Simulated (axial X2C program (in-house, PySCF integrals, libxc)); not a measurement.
# LiTa⁺: from the spin-free to the two-component result

Computed with an axial X2C code built on PySCF integrals. Spin-free means the one-electron spin-free X2C Hamiltonian; two-component (2c) means X2C with spin–orbit coupling and atomic mean-field two-electron Coulomb and Gaunt terms, so the difference of the two also holds small scalar two-electron terms. Basis: Ta dyall-v3z [13s14p9d7f2g], Li dyall-v3z [7s8p2d] (cores contracted in-house); Gaussian nuclei, density fitting, unrestricted open shells. Masses: Ta 180.948 u, Li 7.016 u.

Spin-free state: M_S = 3/2, Λ = 0 (beyond evenly filled blocks: σα, δ+α, δ-α); fragments Ta + Li+.

```
 level  Re (Å)  ωe (cm⁻¹)  De (eV)  μ (D)
  PBE0   3.019      273.3    1.061   7.83
    HF   3.259      213.0    1.025   8.25
 B3LYP   3.025      267.8    0.953   8.18
PBEsol   3.014      269.9    1.058   8.12
```

Dipoles are positive if Li is the positive end and refer to the centre of mass.

Two-component determinant lowest at the distance of the search:

Ω = 3/2 (⟨Sz⟩ = -1.44, ⟨Lz⟩ = 2.94 at PBE0); fragments Ta + Li+.

| level | Re (Å) | ωe (cm⁻¹) | μ (D) |
| --- | --- | --- | --- |
| PBE0 | 2.943 | 275.0 | 7.55 |
| HF | 3.175 | 204.7 | 7.85 |
| B3LYP | 2.945 | 269.9 | 7.84 |
| PBEsol | 2.935 | 271.7 | 7.75 |

Task: From the two tables, how do the constants change at the PBE0 level (2c against spin-free)?

Result: At the PBE0 level Re goes down by 0.076 Å and ωe goes up by 1.7 cm⁻¹. The two determinants differ in configuration, so these shifts compare two states and are not the spin–orbit effect on one state.

One determinant describes the state; a PBE0 search over occupations chose it and may have missed a lower one. Dissociation energies refer to the lowest single-determinant-based atoms at the same level and basis. De is not given where an atomic determinant may have missed its ground term or J level, or where the truncated virtual space spoils (T). Density functionals use the spin component along the axis (collinear). PBE0 can misorder states that lie within some tenths of an eV, so this need not be the ground state of the molecule. The nearest other spin-free determinant of the search, M_S = 3/2, Λ = 2, lies 0.07 eV up at the distance of the search. Without a current term, density functionals place determinants with orbital angular momentum somewhat too high. With several unpaired electrons one determinant need not be a pure state. A state of lower Ω lies just above, and one determinant can place such states too high, so the state shown need not be the lowest. The search has Ω = 1/2 only 0.07 eV up. At some level and bond length an empty orbital lies below a filled one. The determinant is spin-polarised beyond a pure state at some levels (its spin-free form has ⟨S²⟩ too high), which makes Re and μ there less reliable.
